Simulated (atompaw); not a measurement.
**What one change does to a pseudopotential (Mn, PAW (atompaw))**

```json
{
 "Element": "Mn",
 "Generator": "atompaw 4.2.0.5",
 "Type": "PAW",
 "Functional": "LDA (PW92)",
 "Relativity": "scalar-relativistic",
 "Frozen core": "[Ne] 3s2",
 "Valence charge": "13",
 "Reference configuration": "3p6 3d5 4s2 4p0",
 "Partial waves": "4s (bound): rc 2.20 bohr; 4s channel at 0.6 Ry: rc 2.20 bohr; 3p (bound): rc 1.40 bohr; 4p (bound, empty): rc 2.20 bohr; 3d (bound): rc 2.20 bohr; 3d channel at 3.1 Ry: rc 1.95 bohr",
 "Local potential": "troulliermartins scheme with l = 3 at 1 Ry, radius 2.00 bohr",
 "Core correction": "smooth core density matched at 1.30 bohr",
 "Augmentation charge": "besselshape compensation charge, radius 1.90 bohr; PAW radius 2.20 bohr; waves and projectors: custom polynom2 7 10 vanderbiltortho"
}
```

All-electron outer shells of the reference configuration (LDA (PW92), scalar-relativistic, ld1.x):

```tsv
shell	level (eV)	outermost node (bohr)	outermost maximum (bohr)
2p	-629.76	–	0.19
3s	-85.41	0.34	0.74
3p	-54.49	0.31	0.75
3d	-7.01	–	0.75
4s	-5.28	1.06	2.47
4p	-1.47	1.16	3.38
```

Change: augmentation besselshape compensation charge, radius 1.90 bohr; PAW radius 2.20 bohr; waves and projectors: custom polynom vanderbiltortho.

Cutoffs: the cutoffs (Ry, on a coarse ladder) from which the occupation-weighted sum of valence levels, in a spherical-Bessel basis at the reference potential, stays within 10 and 1 mRy of its value at 400 Ry; they do not see the model core or the augmentation charge, which bear on the density cutoff.

Q: What does the change do?

A: The potential gets softer (100 Ry and 300 Ry → 55 Ry and 80 Ry); both files keep a bound ghost (s).

| quantity | base | changed |
| --- | --- | --- |
| cutoff, loose | 100 Ry | 55 Ry |
| cutoff, tight | 300 Ry | 80 Ry |
| loose cutoff by channel (10 mRy a level) | s 6 Ry, p 25 Ry, d 15 Ry | s 8 Ry, p 35 Ry, d 18 Ry |
| bound ghosts | s | s |
| s: phases at 2.21 bohr within 0.05 rad from the reference energy up to (Ry; the scan ends near 5) | to the end of the scan | to the end of the scan |
| p: phases at 2.21 bohr within 0.05 rad from the reference energy up to (Ry; the scan ends near 5) | to the end of the scan | to the end of the scan |
| d: phases at 2.21 bohr within 0.05 rad from the reference energy up to (Ry; the scan ends near 5) | to the end of the scan | to the end of the scan |
| lowest overlap eigenvalue by channel | s 0.17, p 0.64, d 1.00 | s 0.27, p 0.54, d 1.00 |

 A true bound ghost makes a file unfit for plane-wave use even where its test errors are small: the radial tests pick states by their node count and pass the ghost by. The cutoffs see the waves, projectors and local potential, not the compensation charge or the core.
